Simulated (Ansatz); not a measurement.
Mulliken charges of CH6ClInSi, SMILES `[SiH3][CH](Cl)[InH2]` from PBE/def2-TZVPP in Ansatz (PBE0-D4/def2-TZVP geometry).

```json
{"atom": "Si1", "x (Å)": "-0.777", "y (Å)": "1.261", "z (Å)": "0.542", "charge (e)": "0.191"}
{"atom": "C2", "x (Å)": "0.399", "y (Å)": "0.289", "z (Å)": "-0.525", "charge (e)": "-0.288"}
{"atom": "Cl3", "x (Å)": "2.092", "y (Å)": "0.407", "z (Å)": "0.148", "charge (e)": "-0.140"}
{"atom": "In4", "x (Å)": "0.377", "y (Å)": "-1.893", "z (Å)": "-0.409", "charge (e)": "0.474"}
{"atom": "H5", "x (Å)": "-0.414", "y (Å)": "2.701", "z (Å)": "0.627", "charge (e)": "-0.048"}
{"atom": "H6", "x (Å)": "-2.135", "y (Å)": "1.134", "z (Å)": "-0.060", "charge (e)": "-0.063"}
{"atom": "H7", "x (Å)": "-0.796", "y (Å)": "0.685", "z (Å)": "1.912", "charge (e)": "-0.041"}
{"atom": "H8", "x (Å)": "0.455", "y (Å)": "0.655", "z (Å)": "-1.550", "charge (e)": "0.155"}
{"atom": "H9", "x (Å)": "-0.120", "y (Å)": "-2.562", "z (Å)": "1.090", "charge (e)": "-0.119"}
{"atom": "H10", "x (Å)": "1.001", "y (Å)": "-2.729", "z (Å)": "-1.772", "charge (e)": "-0.119"}
```

Task: By hand: the dipole of these point charges (1 e Å = 4.8032 D).

Result: Σ q r = (-0.225, -0.295, -0.224) e Å, of length 0.433 e Å = 2.08 D.

Task: How does the dipole of the full density compare? (Best estimate.)

Result: Computed: (-0.189, -0.072, -0.193) e Å, 1.34 D; the point charges give 1.55 times that, at 28° from its direction.

Point charges leave out the atoms' own dipoles, such as those of lone pairs, and Mulliken's split depends on the basis, so the two needn't agree.
